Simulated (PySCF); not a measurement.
## Polarisability and C₆ of Sc (scandium, neutral)

[Ar] 3d1 4s2, 2D determinant. Calculation: PySCF 2.14, in aug-cc-pVTZ with one added diffuse shell each of s, p, d, f, g type (9s8p6d4f3g, 118 functions); the non-relativistic Hamiltonian (point nucleus). Coupled (time-dependent) response in atomic units; α is the mean over directions.

| method | mean α (bohr³) | α xx, yy, zz | C₆ (like pair) | S(−4) |
| --- | --- | --- | --- | --- |
| r2SCAN0 | 132.9 | 126.6, 126.6, 145.4 | 1703 | 10220 |

S(−4) is the Cauchy moment in α(ω) = α(0) + S(−4) ω² + …

Reference α: 97 ± 10 bohr³ (recommended; Schwerdtfeger and Nagle, table of static dipole polarizabilities (2023 update)). Published C₆: 1383 (Chu and Dalgarno (2004); Tang, Norbeck and Certain (1976)).

α(iu) at r2SCAN0:

```csv
u (hartree),α(iu) (bohr³)
0,132.9
0.0500,112.9
0.100,80.60
0.200,39.83
0.300,22.98
0.500,11.05
0.750,6.281
1.00,4.250
1.50,2.429
2.00,1.593
3.00,0.8351
5.00,0.3430
```

A single London oscillator, α(iu) = α/(1 + u²/ω²), gives C₆ = (3/4) ω α². Matching the computed C₆ needs ω = 4 × 1703 / (3 × 132.9²) = 0.129 hartree.

The components differ because the open shell of this determinant is not spherical; for a pure term their mean is the scalar polarisability.

⟨S²⟩ = 1.03 against 0.75 shows spin contamination.
